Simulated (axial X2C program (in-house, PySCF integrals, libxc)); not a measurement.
## Worked dissociation energy of HfSi: PW91, scalar-relativistic

All values were computed with an in-house all-electron X2C program for linear molecules (integrals from PySCF). Spin-free means the one-electron spin-free X2C Hamiltonian. Basis: Hf dyall-cv3z [13s14p9d7f4g], Si dyall-v3z [8s7p2d1f] (cores contracted in-house); Gaussian nuclei, density fitting, unrestricted open shells. Masses: Hf 179.947 u, Si 27.977 u.

Molecular state: M_S = 1, Λ = 1 (beyond evenly filled blocks: σα, π+α, π+β, π-α).

```
E(Hf) (2M_S = 2, M_L = 0) : -15080.341811 hartree
E(Si) (2M_S = 2, M_L = 0) : -289.976632 hartree
E(HfSi) at Re             : -15370.437686 hartree
ωe                        : 387.5 cm⁻¹
ωexe                      : 1.13 cm⁻¹
```

Q: Work out De and D0.

A: De = -15080.341811 + (-289.976632) − (-15370.437686) = 0.11924 hartree = 3.245 eV. The zero-point energy is ωe/2 − ωexe/4 = 193 cm⁻¹ = 0.024 eV, so D0 = 3.221 eV.

The state is a single determinant with fixed occupations, the lowest that a limited PBE0 search found. De is counted from the lowest determinant-based energies of the atoms at the same level, without counterpoise correction. PBE0 can misorder states that lie within some tenths of an eV, so this need not be the ground state of the molecule. The nearest other spin-free determinant of the search, M_S = 0, Λ = 1, lies 0.12 eV up at the distance of the search. The functionals have no current-density term, which raises determinants with orbital currents, atoms included. At some level and bond length an empty orbital lies below a filled one.

Each atomic determinant is the lowest at this level and need not be a pure term. Totals compare only within one Hamiltonian and basis.
